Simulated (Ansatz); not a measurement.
Stepwise reaction of `BNBN[SiH3]` with hydrogen, as a gas-phase model of exchange steps in deposition or etching. ΔE in kJ/mol.

Isolated molecules relaxed with PBE0-D4/def2-TZVP in Ansatz; ΔE leaves out vibrations. CBS: MP2 limit from def2 TZ/QZ plus the TZ coupled-cluster correction, frozen cores. This one scheme is used for every species. Functionals use def2-TZVPP. B3LYP here is the variant with VWN-RPA as its local correlation; programs differ in this. One conformer a species, not always the lowest.

| step | reaction | PBE-D4 | B3LYP-D4 | ωB97M-V | CCSD(T)/CBS |
| --- | --- | --- | --- | --- | --- |
| 1 | `BNBN[SiH3]` + H₂ → `BN[SiH3]` + `BN` | 51.2 | 50.5 | 49.8 | 51.1 |
| 2 | `BN[SiH3]` + H₂ → SiH₄ + `BN` | 9.8 | 13.4 | 14.3 | 18.0 |

By hand: ΔE of the 2 steps together at CCSD(T)/CBS.

(51.1) + (18.0) = 69.1 kJ/mol, or 34.5 kJ/mol a step.

In ΔE each step is lower than the one before. All are uphill at CCSD(T)/CBS. PBE-D4 differs from CCSD(T)/CBS by -8.2 to 0.1 kJ/mol a step. Isolated molecules leave out the surface, adducts and barriers. Largest T1 diagnostic: 0.013.
